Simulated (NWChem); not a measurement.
# C2H3F2NSi; SMILES N#CC[SiH](F)F

Program: NWChem. The geometry was optimised at B3LYP/6-31G* (spherical d). Level: B3LYP/def2-SVP with SMD, gas-phase geometry; reactions with the solvents are ignored. One conformer.

```json
[
 {"SMD term (kcal/mol)": "distortion of the solute's density", "water": "1.91", "1-octanol": "1.51"},
 {"SMD term (kcal/mol)": "polarisation", "water": "-10.65", "1-octanol": "-9.32"},
 {"SMD term (kcal/mol)": "cavity, dispersion and structure", "water": "5.17", "1-octanol": "2.24"}
]
```

### Question
Sum the solvation free energies, find the transfer free energy from water to 1-octanol and the partition coefficient at 298.15 K.

### Answer

1. ΔG(solv, water) = -3.57 kcal/mol and ΔG(solv, 1-octanol) = -5.57 kcal/mol (1 M gas to 1 M solution).
2. Transfer: -5.57 − (-3.57) = -2.00 kcal/mol.
3. log₁₀ K(1-octanol/water) = −ΔG/(RT ln 10) = 2.00/1.364 = 1.5, so the model puts more of the solute in 1-octanol.
4. Of the transfer energy, 0.93 kcal/mol is electrostatic and -2.93 comes from the non-electrostatic term. The two phases are taken as the pure solvents.
